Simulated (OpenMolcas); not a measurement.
**Pt4+: ligand-field states by method**

Pt4+ with 6 ligands (fluoride) in trigonal antiprismatic coordination (D3d) at 1.94 Å, a polar angle of 54.2° against the regular 54.74°. A charge of +0.333 e stands 3.2 Å behind each ligand. Ligand basis ANO-RCC-VDZP.

| Item | Value |
| --- | --- |
| Program | OpenMolcas 26.06 |
| Basis | ANO-RCC-VDZP [7s6p4d2f] |
| Scalar Hamiltonian | DKH2, point nucleus |
| Active space | 6 electrons in 5 orbitals (5d) |
| State averaging | 2S+1 = 5 even, 5 roots; 2S+1 = 3 even, 45 roots; 2S+1 = 1 even, 50 roots |
| Spin-orbit coupling | state interaction with AMFI integrals over the reference wave functions |

I. CASSCF
II. SS-CASPT2, IPEA 0.25 Eh, imaginary shift 0.1 Eh (closed shells correlated: 5s 5p and the ligand valence shells)

Spin-free states (labels of D3, the rotations of D3d) in cm-1, each column counted from its own energy of the first state listed:

| State | Degeneracy | I | II |
| --- | --- | --- | --- |
| 2S+1 = 1 | 1 | 0 | 0 |
| 3E | 2 | 23567 | 24090 |
| 2S+1 = 3 | 1 | 23599 | 23790 |
| 1E | 2 | 29135 | 27460 |
| 2S+1 = 1 | 1 | 29175 | 27150 |
| 2S+1 = 3 | 1 | 29181 | 27670 |
| 3E | 2 | 29235 | 28120 |
| 5E | 2 | 38386 | 45550 |
| 2S+1 = 5 | 1 | 38588 | 46280 |
| 2S+1 = 1 | 1 | 38849 | 34400 |
| 1E | 2 | 39010 | 34910 |
| 2S+1 = 3 | 1 | 53265 | 53900 |
| 3E | 2 | 53381 | 54110 |
| 3E | 2 | 53492 | 54830 |
| 2S+1 = 3 | 1 | 53704 | 55040 |
| 2S+1 = 3 | 1 | 56546 | 57180 |
| 3E | 2 | 56679 | 57570 |
| 3E | 2 | 56731 | 57640 |
| 2S+1 = 3 | 1 | 59032 | 57470 |
| 3E | 2 | 59044 | 57570 |

From I to II, I's first state of the same spin (1E) moves from 29135 to 27460 cm-1, by about -1700 cm-1. In II another state of that kind comes below it.

From I to II, I's first state of another spin (3E) moves from 23567 to 24090 cm-1, by about +530 cm-1. In II another state of that kind comes below it.

χT at 300 K: I 0.02, II 0.02 cm3 K/mol.

The states above are spin-free; spin-orbit coupling is strong here and shifts and splits them by thousands of cm-1.

Roots that are degenerate in the reference are averaged as groups; the widest CASPT2 spread within a group is 510 cm-1 (the 2-fold group of multiplicity 1 near 58500 cm-1 above the lowest state of its run, II). Shifts and gaps below about the spread of the groups concerned are not significant. Over all roots computed the reference weight is 0.66 to 0.69 in II; a low but even weight reflects the number of correlated electrons. The least metal-like active orbital is 69 % on the metal (Löwdin) and no ligand orbital is active, so the numbers are rough, and ground spin, moment and any spin crossover can be artefacts of this space; highly charged d ions in such sites are as a rule low spin. Ligand-to-metal charge-transfer states are missing. With no ligand orbital active B as a rule stays too high, so bands that hang on it stand too high and its fall with covalency is understated. Without dynamic correlation the repulsion within the d shell is too large (B by tens of per cent), so at a given field states of lower spin stand too high (holds for I). With metal d orbitals alone the field can be off either way by tens of per cent (holds for I). With one d shell and no ligand orbital active, 10Dq can be off by a tenth or more (holds for II). No measured value stands beside these numbers; the geometry was imposed, not optimised, and the real ion may take another.

A state without a sure symmetry label is named by its multiplicity alone.
